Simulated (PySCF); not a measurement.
Gas-phase reaction: Ga2H6 + 2 NH3 = 2 GaNH2 + 4 H2, at 600 K and a standard pressure of 1 bar. Level: B3LYP/def2-TZVP†.

Energies from PySCF, thermal terms from the rigid-rotor harmonic-oscillator model, ideal gas at 1 bar. † marks an energy on the PBE0/def2-TZVP geometry and frequencies. All species are closed-shell singlets. B3LYP is the form with VWN-RPA correlation. Ga: all electrons, no relativistic terms. Ga2H6, GaNH2: computed as isolated molecules; such fragments, hydroxides, amides, oligomers or adducts are transient or little studied in the gas. The harmonic model lacks anharmonicity and excited electronic states, which grow with temperature; levels with a mode under 35 cm⁻¹ are left out.

```
species       E (Ha)  H(600 K) − E (kJ/mol)  S°(600 K) (J/mol/K)
-------  -----------  ---------------------  -------------------
Ga2H6    -3853.39341                  161.9                370.2
NH3        -56.58571                  112.4                219.5
GaNH2    -1980.90198                   89.3                289.5
H2          -1.17967                   43.9                150.8
```
E: electronic energy; H − E holds the zero-point and thermal terms. 1 Ha = 2625.5 kJ/mol.

Q: Work out ΔH°, ΔS°, ΔG° and log10 K from these numbers.

A: 1. ΔE = 2×(-1980.90198) + 4×(-1.17967) − 1×(-3853.39341) − 2×(-56.58571) = 0.04219 Ha = 110.8 kJ.
2. Δ(H − E) = 2×(89.3) + 4×(43.9) − 1×(161.9) − 2×(112.4) = -32.5 kJ, so ΔH° = 78.3 kJ.
3. ΔS° = 2×(289.5) + 4×(150.8) − 1×(370.2) − 2×(219.5) = 373.0 J/K; the number of gas molecules changes by +3.
4. ΔG° = ΔH° − TΔS° = 78.3 − 600×(373.0)/1000 = -145.5 kJ.
5. log10 K = −ΔG°/(RT ln 10) = 12.66, with RT ln 10 = 11.49 kJ/mol; at standard pressures the products are favoured.
6. A shift of 10 kJ in ΔE would move log10 K by 0.87 here.
For scale, ΔH°(298 K) is 66 kJ at this level, 112 kJ at ωB97M-V/def2-TZVP†, and runs from 19 to 204 kJ over the 19 levels computed.
